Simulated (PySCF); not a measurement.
PySCF job for C4H6OSi, SMILES O=C1CC=C[SiH2]1, B3LYP/pcSseg-1. Geometry: r2SCAN-D4/def2-SVP. The structure was generated by enumeration, and PubChem lists no compound with its InChIKey, so it may never have been made. The values are those of a single conformer.

```python
import numpy as np
from pyscf import gto, scf, dft
from pyscf.prop.nmr import rks as nmr

mol = gto.M(
    atom='''
    O     0.14382467   -2.23188720   -0.00000000
    C    -0.03263264   -1.03575035    0.00000000
    C    -1.42954677   -0.39253267   -0.00000000
    C    -1.30134038    1.10443315    0.00000000
    C    -0.08399100    1.69379337   -0.00000000
    Si    1.27577635    0.41900512   -0.00000000
    H    -1.99292207   -0.76394288   -0.87781868
    H    -1.99292208   -0.76394288    0.87781867
    H    -2.22592164    1.69861381   -0.00000000
    H    -0.00579256    2.78591793    0.00000001
    H     2.14557841    0.40635949   -1.21424583
    H     2.14557841    0.40635949    1.21424584
    ''',
    basis='pcSseg-1',
    charge=0,
    spin=0,
    max_memory=1600,
    verbose=3,
)
mf = dft.RKS(mol, xc='b3lyp')
mf.grids.level = 3
mf.conv_tol = 1e-10
mf.max_cycle = 100
mf.kernel()
n = nmr.NMR(mf)
n.verbose = 2
n.max_cycle_cphf = 60
sigma = n.kernel()
print('atom   isotropic/ppm   span/ppm')
for i, s in enumerate(sigma):
    w = np.linalg.eigvalsh((s + s.T) / 2)
    print(f'{mol.atom_symbol(i):2s}{i + 1:3d} {w.mean():14.3f} {w[2] - w[0]:11.3f}')
```

Program output:

```
converged SCF energy = -520.708298288022
atom   isotropic/ppm   span/ppm
O   1       -535.015    1858.697
C   2        -72.563     238.928
C   3        125.269      39.036
C   4         15.460     259.041
C   5         43.193     235.019
Si  6        416.512     105.881
H   7         28.573       6.054
H   8         28.573       6.054
H   9         24.054       5.788
H  10         24.838       3.948
H  11         27.160       7.472
H  12         27.160       7.472
```

The run converged.
